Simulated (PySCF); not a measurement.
Species: C5H7FO3.
Atom-mapped SMILES: `[CH3:1][CH2:2][C@@H:3]1[O:4][C:5](=[O:6])[O:7][C@@H:8]1[F:9]`

Structure used (GFN2-xTB), in Å, numbered top down from 1:
```xyz
16
C5H7FO3 angstrom
C      2.1950    0.3684    0.0340
C      0.9657   -0.4195    0.4658
C     -0.2170   -0.1380   -0.4565
O     -0.6658    1.2039   -0.3181
C     -1.9780    1.2532   -0.0866
O     -2.6149    2.2364    0.0542
O     -2.5030   -0.0097   -0.0713
C     -1.4926   -0.9489   -0.1195
F     -1.3813   -1.5518    1.1053
H      1.9742    1.4321    0.0258
H      3.0122    0.1866    0.7260
H      2.5123    0.0711   -0.9627
H      0.6885   -0.1472    1.4851
H      1.1680   -1.4915    0.4417
H      0.0690   -0.2901   -1.5050
H     -1.7398   -1.7461   -0.8296
```

NICS is the negative of the GIAO shielding at a point without a nucleus: at the ring centre (0) and 1 Å above and below it (1); zz is the component along the ring normal. Level: GIAO PBE0/pcSseg-1 (PySCF, non-relativistic, gas phase) on the GFN2-xTB geometry, one conformer.

Ring bond lengths (Å), with Mayer bond orders in brackets: C3–O4 1.422 (0.85), O4–C5 1.333 (1.09), C5–O7 1.368 (1.00), O7–C8 1.380 (0.96), C8–C3 1.549 (0.99).

Task: Give the NICS values of each ring in ppm.

Result: 
```
          ring                                               type  NICS(0)  NICS(1), two faces  NICS(1)zz, two faces  rms pucker (Å)  centre to ring atoms, mean (Å)
C3–O4–C5–O7–C8  5-membered ring with 2 O; formal bonds all single     -7.3         -3.4 / -2.9           -6.2 / -2.6            0.05                            1.20
```

Task: What do they say, and how far can they be read as aromaticity?

Result: 
- C3–O4–C5–O7–C8: mean NICS(1)zz -4.4 ppm, shielded. C3, C8 have four or more neighbours; no verdict on aromaticity is drawn. The two faces differ by 3.6 ppm, so no symmetry operation interchanges them.

Task: What is the mean of the two in-plane components of NICS at the second NICS(1) probe listed for ring C3–O4–C5–O7–C8, 1 Å off the ring?

Result: The isotropic value is a third of the trace: (3 × -2.9 − (-2.6))/2 = -3.0 ppm.

Task: How shielded are the nuclei of the rings and their hydrogens (means over atoms taken as equivalent)?

Result: 
```json
{"atoms": "C3", "environment": "sp3 carbon bound to oxygen", "σ isotropic (ppm)": "101.2"}
{"atoms": "O4", "environment": "oxygen singly bound to a carbonyl carbon", "σ isotropic (ppm)": "170.8"}
{"atoms": "C5", "environment": "carbonate carbon", "σ isotropic (ppm)": "30.4"}
{"atoms": "O7", "environment": "oxygen singly bound to a carbonyl carbon", "σ isotropic (ppm)": "130.0"}
{"atoms": "C8", "environment": "sp3 C–F carbon", "σ isotropic (ppm)": "75.9"}
{"atoms": "H15", "environment": "methine hydrogen", "σ isotropic (ppm)": "27.43"}
{"atoms": "H16", "environment": "methine hydrogen", "σ isotropic (ppm)": "25.47"}
```
